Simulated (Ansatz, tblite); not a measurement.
Forces on Sn₂S₄ at its PBE-D4/def2-SVP geometry. The state is a singlet with charge 0.

In the def2 sets Sn takes a core potential; there is no spin–orbit coupling. The xTB rows come from tblite. Another isomer (singlet) lies 0.08 eV lower at PBE0-D4/def2-TZVP; other spin states weren't run for this one.

GFN1-xTB (tblite), largest force 1.58 eV/Å:

```xyz
6
positions Å, forces eV/Å
Sn    0.571   -1.981   -0.197   -0.763    1.365   -0.199
Sn   -1.101    1.750    0.106    0.422   -1.510    0.147
S    -1.407   -0.434   -1.317    0.728   -0.144    1.223
S    -1.580   -0.866    0.811    0.707    0.772   -0.982
S     1.317    1.616    0.725   -0.435   -0.354   -0.494
S     2.199   -0.086   -0.127   -0.659   -0.129    0.306
```

GFN2-xTB (tblite), largest force 1.04 eV/Å:

```
Sn -0.238 0.535 -0.077
Sn 0.204 -0.544 0.075
S 0.347 -0.020 0.975
S 0.482 0.380 -0.836
S -0.393 -0.114 -0.281
S -0.402 -0.237 0.143
```

PBE-D4/def2-TZVP (Ansatz), largest force 0.66 eV/Å:

```
Sn -0.139 0.369 0.015
Sn 0.174 -0.349 -0.005
S 0.070 -0.032 0.649
S 0.204 0.152 -0.604
S -0.037 -0.278 -0.218
S -0.272 0.138 0.163
```
